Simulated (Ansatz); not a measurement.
H7B3N3, charge +1, singlet, at a GFN2-xTB geometry. Base run: BLYP/STO-3G (Ansatz, a program for electronic structure).

The Ansatz input:
Ansatz 0.2 input:
```yaml
crystal:
  periodic: [false, false, false]
  atoms:
    - {symbol: B, position_ang: [0.86251219, -1.19327684, 0.20470020]}
    - {symbol: N, position_ang: [1.39506126, 0.13710217, 0.26582380]}
    - {symbol: B, position_ang: [0.66986180, 1.29721651, 0.08876115]}
    - {symbol: N, position_ang: [-0.82466883, 1.14092094, -0.19571883]}
    - {symbol: B, position_ang: [-1.41304089, -0.26903579, -0.26514000]}
    - {symbol: N, position_ang: [-0.54097915, -1.31871608, -0.06312431]}
    - {symbol: H, position_ang: [1.53770716, -2.12740221, 0.36494437]}
    - {symbol: H, position_ang: [2.38574493, 0.21228932, 0.45529505]}
    - {symbol: H, position_ang: [1.11296446, 2.37378670, 0.14057704]}
    - {symbol: H, position_ang: [-1.03809559, 1.62294398, -1.07286357]}
    - {symbol: H, position_ang: [-1.34412975, 1.67284054, 0.50748952]}
    - {symbol: H, position_ang: [-2.55236918, -0.38238491, -0.48219127]}
    - {symbol: H, position_ang: [-0.90438046, -2.26174200, -0.10372250]}
basis:
  gaussian:
    orbitals: STO-3G
hamiltonian:
  xc: blyp
total_charge: 1
```

Variants of this job, named by their change:

```csv
change,ΔE vs base (mEh)
base,0.000
occupation = up:A1:11 A2:2 B1:1 B2:7 down:A1:11 A2:2 B1:1 B2:7,773.5
occupation = up:A1:10 A2:2 B1:2 B2:7 down:A1:10 A2:2 B1:2 B2:7,709.7
occupation = up:A1:12 B1:2 B2:7 down:A1:12 B1:2 B2:7,1032.8
symmetry_tolerance_ang = 0.01,0.000
occupation = up:A1:11 A2:1 B1:2 B2:7 down:A1:11 A2:1 B1:2 B2:7,0.000
occupation = up:A1:10 A2:1 B1:3 B2:7 down:A1:10 A2:1 B1:3 B2:7,580.7
```
